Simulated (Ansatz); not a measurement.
Consider the isomerisation: `C[Si](N)(O)O[SiH3]` → `CN([SiH2]O)[SiH2]O`.

Isolated molecules relaxed with PBE0-D4/def2-TZVP in Ansatz; ΔE leaves out vibrations. CBS: MP2 limit from def2 TZ/QZ plus the TZ coupled-cluster correction, frozen cores. Functionals use def2-TZVPP. B3LYP here is the variant with VWN-RPA as its local correlation; programs differ in this. One conformer a species, not always the lowest.

| level | ΔE (kJ/mol) | difference from CCSD(T)/CBS |
| --- | --- | --- |
| PBE0-D4 | 154.0 | -4.6 |
| B3LYP-D4 | 156.6 | -2.0 |
| ωB97X-V | 155.3 | -3.3 |
| ωB97M-V | 158.6 | 0.0 |
| r2SCAN | 162.6 | 4.0 |
| PBE0 | 155.8 | -2.8 |
| B3LYP | 160.4 | 1.8 |
| HF/def2-TZVPP | 172.4 | 13.8 |
| MP2/def2-TZVPP | 156.9 | -1.7 |
| SCS-MP2/def2-TZVPP | 155.8 | -2.8 |
| CCSD(T)/def2-TZVPP | 156.1 | -2.5 |
| HF/def2-QZVPP | 173.5 | 14.9 |
| MP2/def2-QZVPP | 158.7 | 0.1 |
| SCS-MP2/def2-QZVPP | 157.8 | -0.8 |
| MP2/CBS(def2) | 159.4 | 0.8 |
| CCSD/CBS(def2) | 162.0 | 3.4 |
| CCSD(T)/CBS | 158.6 | 0 |

Largest T1 diagnostic among the species: 0.011.

The D4 term adds −3.8 kJ/mol with B3LYP and −1.7 kJ/mol with PBE0; it sums over pairs of atoms, weighted by their polarisabilities, and B3LYP, whose exchange is more repulsive, gets the larger term. From PBE to PBE0 (25 % exact exchange), in def2-TZVPP and without D4, ΔE moves by +5.5 kJ/mol.
